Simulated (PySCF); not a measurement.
Species: C6H11F3Ge.
Atom-mapped SMILES: `[CH3:1][Ge@@H:2]1[CH2:3][CH2:4][CH2:5][C@@H:6]1[C:7]([F:8])([F:9])[F:10]` (hydrogens: H11, H12, H13 on C1; H14 on Ge2; H15, H16 on C3; H17, H18 on C4; H19, H20 on C5; H21 on C6)

Geometry (PBE0-D3(BJ)/def2-SVP, Å), atoms numbered from 1 in this order:
```
atom  x, y, z in Å
C1     2.464    0.640   -0.061
Ge2    0.895   -0.034    0.874
C3     0.354   -1.866    0.395
C4    -1.160   -1.756    0.190
C5    -1.490   -0.442   -0.522
C6    -0.839    0.722    0.235
C7    -0.730    1.978   -0.572
F8    -1.928    2.444   -0.958
F9    -0.136    2.965    0.118
F10   -0.012    1.800   -1.693
H11    2.380    0.435   -1.137
H12    2.551    1.726    0.079
H13    3.374    0.158    0.327
H14    1.028    0.184    2.395
H15    0.858   -2.140   -0.547
H16    0.629   -2.619    1.147
H17   -1.562   -2.613   -0.375
H18   -1.668   -1.768    1.171
H19   -1.080   -0.474   -1.546
H20   -2.578   -0.298   -0.621
H21   -1.433    0.978    1.127
```

Computed, not measured: TDDFT B3LYP/def2-SVPD, vertical, gas phase, core orbitals frozen in the response (PySCF). The B3LYP/def2-SVPD calculation is non-relativistic and has no spin–orbit coupling, an omission that weighs most on germanium.

Ground-to-excited transition dipoles (e·a0, same axes as the geometry; the sign carries no meaning), for the states with f of 0.002 or more among the lowest 7:

| state | E (eV) | μx | μy | μz |
| --- | --- | --- | --- | --- |
| S1 | 7.218 | -0.002 | -0.131 | -0.001 |
| S2 | 7.471 | 0.194 | 0.054 | 0.037 |
| S3 | 7.600 | 0.086 | 0.321 | 0.029 |
| S4 | 7.728 | 0.234 | 0.211 | 0.307 |
| S5 | 7.897 | 0.588 | 0.251 | 0.041 |
| S6 | 7.930 | 0.032 | 0.128 | -0.149 |
| S7 | 8.007 | 0.169 | -0.283 | -0.041 |

Task: Work out the oscillator strengths.

Result: f = (2/3) ΔE |μ|² with ΔE in hartree (27.2114 eV).

```json
{"state": "S1", "|μ|² (au)": "0.017", "|μ| (D)": "0.33", "f": "0.003"}
{"state": "S2", "|μ|² (au)": "0.042", "|μ| (D)": "0.52", "f": "0.008"}
{"state": "S3", "|μ|² (au)": "0.112", "|μ| (D)": "0.85", "f": "0.021"}
{"state": "S4", "|μ|² (au)": "0.193", "|μ| (D)": "1.12", "f": "0.037"}
{"state": "S5", "|μ|² (au)": "0.410", "|μ| (D)": "1.63", "f": "0.079"}
{"state": "S6", "|μ|² (au)": "0.040", "|μ| (D)": "0.51", "f": "0.008"}
{"state": "S7", "|μ|² (au)": "0.110", "|μ| (D)": "0.84", "f": "0.022"}
```

Task: What angle do the transition dipoles of S5 and S7 make?

Result: |cos θ| = |μa·μb| / (|μa| |μb|) = 0.13, so θ ≈ 83° (taken between 0 and 90°, since the signs are arbitrary).

Task: How is the summed strength of these states shared among x, y and z?

Result: (2/3) Σ ΔE μα² gives 0.091 for x, 0.062 for y and 0.023 for z, 0.177 in all.

The vertical ionisation energy (ΔSCF) is 9.91 eV, 1.90 eV above S7.

On one thread, Arm Neoverse V1 (aarch64), no GPU (shared host), this took 11 min (grids of density and orbitals included) and 1.6 GiB of memory at its peak.

One conformer stands for the species.

Without π bonds the low states may be Rydberg-like; a valence basis with one diffuse set may place them up to an eV too high.
